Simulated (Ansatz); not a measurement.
```xyz
4

N    -0.0103   -0.0549    0.1702
H     0.9664    0.0333   -0.3470
H    -0.4493    0.8402   -0.1732
H    -0.4852   -0.8413   -0.1955
```

Basis set: aug-cc-pVDZ (spherical functions). Left uncorrelated: 1 orbital. Charge 0, multiplicity 1.

Computed with Ansatz (development build ahead of 0.2.0); each method stands on the lowest determinant of its kind that the runs found. Restricted open shells among the atoms or ions are ROHF, correlated in semicanonical orbitals with singles.

Give the atomization energy at this shape (free ground-state atoms in the same class of orbitals less the molecule, no zero-point energy) of singlet NH₃ by RHF-MP2, RHF.

| method | atomization energy |
| --- | --- |
| RHF-MP2 | 1131.7 kJ/mol |
| RHF | 803.4 kJ/mol |

Caution: the shape is not the minimum.
